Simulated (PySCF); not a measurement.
GaFClBr, SMILES [Cl][Ga]([F])[Br]. Atoms are numbered in the order given.

```xyz
4

Ga    -0.3215    -0.4887     0.0000
F     -2.0119    -0.8902     0.0000
Cl     1.0630    -2.0899     0.0000
Br     0.2858     1.6769     0.0000
```
Charge 0, spin multiplicity 1.

Geometry optimised at PBE0-D3(BJ)/def2-SVP. The structure was generated by enumeration; whether it is a known compound was not checked.

Calculation: PySCF with CAM-B3LYP/def2-TZVPD.

Gas-phase values at a fixed geometry.

Computed frontier levels, gap, dipole moment and polarisability:
The highest occupied level is -10.58 eV and the lowest empty level is -1.39 eV. The orbital gap is 9.19 eV. The dipole moment is 1.12 D. The quadrupole, principal values (traceless, Buckingham form, about the centre of nuclear charge) is -6.62, -0.32, 6.94 D·Å. The mean static polarisability is 61.0 bohr³ (9.03 Å³) and the polarisability, principal values is 47.0, 57.6, 78.3 bohr³.
